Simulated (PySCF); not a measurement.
# Li: excitation energy

Li [He] 2s1 (2S) → Li [He] 2p1 (2P), as a difference of total energies. Calculation: PySCF 2.14, in x2c-TZVPPall; the spin-free X2C one-electron Hamiltonian (Gaussian nucleus). Correlated levels: valence and next inner shell: nothing frozen. The calculations carry no spin-orbit coupling.

```json
{"method": "UHF", "excitation energy (eV)": "2.050"}
{"method": "CCSD (valence and next inner shell)", "excitation energy (eV)": "2.053"}
{"method": "CCSD(T) (valence and next inner shell)", "excitation energy (eV)": "2.053"}
{"method": "CCSDT (valence and next inner shell)", "excitation energy (eV)": "2.053"}
{"method": "FCI (valence and next inner shell)", "excitation energy (eV)": "2.053"}
```

Q: Estimate what SCS-MP2 (valence and next inner shell) gives.

A: 2.058 eV, closest to CCSD (valence and next inner shell) among the rows shown.

Q: Estimate what MP2 (valence and next inner shell) gives.

A: 2.054 eV, closest to CCSD (valence and next inner shell) among the rows shown.

Errors of the correlated levels include the incompleteness of this basis.

The basis was made for the ground configuration and has no added diffuse functions, so the excitation energy can come out too high.

For comparison: 1.848 eV (measured; NIST levels, between the centres of gravity of the two terms).
